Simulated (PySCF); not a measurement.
F3OSi, SMILES [O][Si](F)(F)F, multiplicity 2.

Coordinates come from a B3LYP-D3(BJ)/def2-SVP optimisation. The isomer is the one that the SMILES or the coordinates give; other isomers of the formula were not compared.

Calculation: TDA-ωB97X/def2-SVPD run with PySCF 2.14.0.

Vertical excitations. Isolated molecule, no solvent.

Task: List the lowest excited states. (The exact figures need the calculation; the answer reports its results.)

Result: 
```csv
state,energy (eV),λ (nm),f,main pairs
root 1,0.31,4000,0.000,β HOMO→LUMO 96 %
root 2,2.25,551,0.000,β HOMO−1→LUMO 90 %
root 3,6.32,196,0.002,β HOMO−2→LUMO 97 %
root 4,6.76,183,0.000,β HOMO−3→LUMO 96 %
root 5,6.76,183,0.017,β HOMO−4→LUMO 98 %
root 6,7.33,169,0.002,β HOMO−5→LUMO 97 %
root 7,7.42,167,0.005,β HOMO−6→LUMO 98 %
root 8,7.76,160,0.004,β HOMO−7→LUMO 89 %
root 9,8.85,140,0.002,β HOMO−8→LUMO 98 %
root 10,8.85,140,0.017,β HOMO−9→LUMO 98 %
```
Unrestricted roots are not spin-pure.
